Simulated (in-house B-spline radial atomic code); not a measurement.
Spin-orbit splittings of orbital energies (j = l + 1/2 less j = l - 1/2) and ratios of mean radii (lower j over upper j) along the 52-electron series, configuration [Kr] 4d10 4f4 5s2. Computed with a radial B-spline atomic code at the basis-set limit: Dirac-Hartree-Fock, average of the configuration, finite nuclei.

```csv
ion,Z,splitting of 4d (eV),radius ratio of 4d,splitting of 4p (eV),radius ratio of 4p,splitting of 4f (eV),radius ratio of 4f
Sm10+,62,5.1482,0.9858,28.088,0.95803,0.63938,0.99365
Eu11+,63,5.7082,0.98561,30.818,0.95701,0.77657,0.99363
Gd12+,64,6.3137,0.9854,33.761,0.95597,0.92725,0.99358
Tb13+,65,?,?,?,?,?,?
Dy14+,66,?,?,?,?,?,?
Ho15+,67,8.4234,0.98467,43.986,0.95268,1.4687,0.99333
```

Problem. Fill in the row of Tb13+.

Solution. splitting of 4d (eV): 6.9667; radius ratio of 4d: 0.98517; splitting of 4p (eV): 36.929; radius ratio of 4p: 0.95491; splitting of 4f (eV): 1.0922; radius ratio of 4f: 0.99352.

Problem. Fill in the row of Dy14+.

Solution. splitting of 4d (eV): 7.6692; radius ratio of 4d: 0.98493; splitting of 4p (eV): 40.333; radius ratio of 4p: 0.95381; splitting of 4f (eV): 1.2724; radius ratio of 4f: 0.99343.

Problem. With what power of Z does the column «splitting of 4p (eV)» change over this range?

Solution. A fit of the logarithm of its size against log Z from Z = 62 to 67 has slope 5.78. An unscreened hydrogenic electron would give 4 at low Z; screening makes the apparent power larger near the neutral end, and relativity raises it again at high Z.
